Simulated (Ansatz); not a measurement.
Born–Oppenheimer molecular dynamics of GaH3N (5 atoms, charge 0, multiplicity 2). It starts at the highest image of a converged band. Of that band: The profile has 2 maxima (images 4, 6) with wells between them (image 5): this band takes more than one step, which may be the mechanism or a detour left from its start path. Neighbouring images differ by up to 2.2 eV, so the band resolves the path poorly. A vibrational analysis at the climbing image gives one clearly imaginary mode, 1236i cm⁻¹: a first-order saddle point.

Method: UKS PBE-D4/def2-SVP (Ansatz).

```yaml
ensemble: NVE (velocity Verlet)
time_step: 0.5 fs
steps_asked: 200
starting_velocities_drawn_for: 300 K
seed: 4630
```

First frame:

```xyz
5
Properties=species:S:1:pos:R:3
N 0.398 -0.990 0.108
Ga -0.531 0.560 -0.232
H 0.547 -1.200 1.114
H -1.414 1.089 -1.423
H 0.999 0.541 0.432
```

(1) How far do the bonds stretch over the last three quarters of this one trajectory? (Pairs bonded in most of those frames.)

Results:

(1) 
| bond | mean (Å) | spread (Å) | shortest | longest |
| --- | --- | --- | --- | --- |
| N1–Ga2 | 1.965 | 0.092 | 1.80 | 2.10 |
| N1–H3 | 1.062 | 0.047 | 0.98 | 1.15 |
| N1–H5 | 1.114 | 0.141 | 0.88 | 1.31 |
| Ga2–H4 | 1.700 | 0.090 | 1.53 | 1.82 |

Mean temperature of the second half: 2894 K. The conserved energy stayed within 3.1 meV per atom of its start (net change -0.52 meV per atom), so the integration is sound. The system heated up, since it started high on the potential surface and ran downhill. A run of 0.1 ps of so small a system gives no equilibrium averages.

Time of the run: 5.5 min on 1 thread of Arm Neoverse V2, with other jobs on the host, peak memory 0.11 GiB.
